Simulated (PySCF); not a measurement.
Species: C₂H₇BO₃Si.
Cartesian coordinates in Å at the PBE0-D3(BJ)/def2-SVP level; atoms count from 1:
```
atom  x, y, z in Å
O1    -3.413    0.372    0.040
B2    -2.162   -0.177   -0.053
O3    -2.076   -1.539   -0.103
C4    -0.862    0.669   -0.103
C5     0.337    0.074   -0.199
O6     1.499    0.748   -0.263
Si7    3.036    0.062   -0.222
H8    -3.395    1.331    0.076
H9    -2.949   -1.942   -0.062
H10   -0.866    1.765   -0.065
H11    0.409   -1.024   -0.242
H12    3.344   -0.441    1.148
H13    3.108   -1.070   -1.194
H14    3.972    1.151   -0.601
```

Level: PBE0/pcSseg-1 in PySCF, non-relativistic, on one gas-phase PBE0-D3(BJ)/def2-SVP geometry that isn't relaxed in the solvent. The solvent is an IEF-PCM continuum (Bondi radii, 1.10 Å for H, scaled by 1.2). The model holds no explicit solvent molecules, cavitation or dispersion.

```json
{"run": "gas", "E − E(gas) (kJ/mol)": "0.00", "HOMO (eV)": "-6.93", "HOMO–LUMO gap (eV)": "6.65", "dipole (D)": "0.83"}
{"run": "P", "E − E(gas) (kJ/mol)": "-27.64", "HOMO (eV)": "-7.02", "HOMO–LUMO gap (eV)": "6.68", "dipole (D)": "0.92"}
{"run": "Q", "E − E(gas) (kJ/mol)": "-12.71", "HOMO (eV)": "-6.96", "HOMO–LUMO gap (eV)": "6.67", "dipole (D)": "0.89"}
```

Problem. The runs were made in cyclohexane and dichloromethane. Which run belongs to which solvent?

Solution. P = dichloromethane, Q = cyclohexane. The dielectric constants are 2.017 (cyclohexane), 8.93 (dichloromethane), and the energy falls further as ε rises. In this model the ground state sees the solvent through ε alone.

Problem. How constant is the ratio of the lowering to (ε − 1)/(2ε + 1)?

Solution. 
```csv
solvent,(ε − 1)/(2ε + 1),E − E(gas) (kJ/mol),ratio (kJ/mol),polarisation term (kJ/mol)
cyclohexane,0.202,-12.71,-63.0,-13.10
dichloromethane,0.420,-27.64,-65.7,-29.52
```

The ratio changes by +4.4 % in size from cyclohexane to dichloromethane. The polarisation term is half the interaction of the solute with the induced surface charges.
